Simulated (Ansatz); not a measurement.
`OB([SiH3])N[SiH3]` + `BCCI` → `OB([SiH3])CI` + `BCN[SiH3]`  (redistribution)

Isolated molecules relaxed with PBE0-D4/def2-TZVP in Ansatz; ΔE leaves out vibrations. CBS: MP2 limit from def2 TZ/QZ plus the TZ coupled-cluster correction, frozen cores. DFT in def2-TZVPP. B3LYP here is the variant with VWN-RPA as its local correlation; programs differ in this. def2 core potentials past Kr. For I outer-core shells are correlated without core-valence functions, which leaves a few kJ/mol of doubt a bond. One conformer a species, not always the lowest.

```tsv
level	ΔE (kJ/mol)	difference from CCSD(T)/CBS
PBE-D4	134.8	-9.4
r2SCAN-D4	143.8	-0.4
PBE0-D4	139.0	-5.2
B3LYP-D4	141.1	-3.1
ωB97X-V	141.8	-2.4
ωB97M-V	142.2	-2.0
B2PLYP	146.3	2.1
PBE	136.9	-7.3
r2SCAN	144.2	0.0
PBE0	140.9	-3.3
B3LYP	144.7	0.5
HF/def2-TZVPP	153.5	9.3
MP2/def2-TZVPP	147.5	3.3
SCS-MP2/def2-TZVPP	147.4	3.2
CCSD/def2-TZVPP	146.3	2.1
CCSD(T)/def2-TZVPP	145.1	0.9
HF/def2-QZVPP	153.3	9.1
MP2/def2-QZVPP	146.9	2.7
SCS-MP2/def2-QZVPP	147.0	2.8
HF/CBS(def2)	153.2	9.0
MP2/CBS(def2)	146.6	2.4
CCSD/CBS(def2)	145.5	1.3
CCSD(T)/CBS	144.2	0
```

Largest T1 diagnostic among the species: 0.013.

From PBE to PBE0 (25 % exact exchange), in def2-TZVPP and without D4, ΔE moves by +4.0 kJ/mol. The D4 term adds −3.6 kJ/mol with B3LYP and −1.9 kJ/mol with PBE0; it sums over pairs of atoms, weighted by their polarisabilities, and B3LYP, whose exchange is more repulsive, gets the larger term. In def2-TZVPP, CCSD(T) changes the Hartree–Fock value by −8.5 kJ/mol (the triples alone add −1.3 kJ/mol) and MP2 by −6.0 kJ/mol.
